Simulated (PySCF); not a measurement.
Tc²⁺ (technetium, charge +2) across methods

[Kr] 4d4 5s1, 5s spin antiparallel (an excited configuration). Calculation: PySCF 2.14, in aug-cc-pVDZ-PP with ECP28MDF; a scalar-relativistic core potential. The B2PLYP total includes its PT2 part (frozen core); its orbital energies are those of the SCF part.

| method | E (hartree) | mean ε 4p β (eV) | mean ε 4d α (eV) | mean ε 5s β (eV) | Σ⟨r²⟩ (bohr²) | ⟨S²⟩ |
| --- | --- | --- | --- | --- | --- | --- |
| BLYP | -79.3299 | -63.807 | -26.513 | -19.675 | 32.59 | 4.749 |
| M06-2X | -79.2755 | -68.579 | -30.338 | -21.260 | 32.75 | 4.746 |
| HSE06 | -79.3473 | -65.924 | -28.169 | -19.936 | 32.59 | 4.749 |
| PBE0 | -79.3489 | -66.345 | -28.598 | -20.252 | 32.61 | 4.749 |
| PBE | -79.3555 | -63.932 | -26.713 | -19.561 | 32.60 | 4.749 |
| UHF | -78.85036 | -72.181 | -33.491 | -21.594 | 33.13 | 4.745 |
| LDA | -79.1544 | -63.900 | -26.752 | -19.946 | 32.66 | 4.749 |
| r2SCAN | -79.3796 | -64.699 | -27.214 | -19.685 | 32.79 | 4.748 |
| B2PLYP | -79.1972 | -68.570 | -30.337 | -20.913 | 32.74 | 4.748 |

Energies and moments cover only the electrons outside the core potential. With the s spin flipped the determinant is a mixture of two multiplicities, not a spectroscopic state.
